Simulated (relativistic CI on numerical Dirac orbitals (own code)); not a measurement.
Method of calculation: Dirac-Coulomb-Breit CI, KLI orbitals optimised for each configuration, QED by a radiative potential, unscaled Slater integrals (own radial code, finite nucleus).

The strongest absorption lines from the ground level of an ion, among the configurations computed and to levels below about 7160 eV (vacuum wavelength in nm, gf): 0.17416 (0.04), 0.17594 (0.031), 0.19974 (0.082), 0.20388 (0.07), 0.27475 (0.24), 0.29089 (0.26), 1.5506 (0.67), 6.5747 (0.071).

Task: Which ion is it?
A. Pb⁷¹⁺
B. Yb⁵⁹⁺
C. Os⁶⁵⁺
D. Ra⁷⁷⁺

Result: A. Pb⁷¹⁺ has 11 electrons and the ground level 3s 2S_1/2; the strongest line goes to 3p 2P°_3/2. The pattern of lines fixes the number of electrons, and along that sequence the line energies rise steadily with the charge (about as its square where n changes within one kind of shell, about linearly where n is kept but much faster in heavy ions where fine structure, which grows about as Z⁴, sets the gap, and irregularly where shells cross), which fixes Z. Configurations outside the model, such as inner-shell arrays, can give stronger lines. At this charge energies of transitions that change n are usually good to better than 1 %, and those within a shell (Δn = 0) to a few per cent.
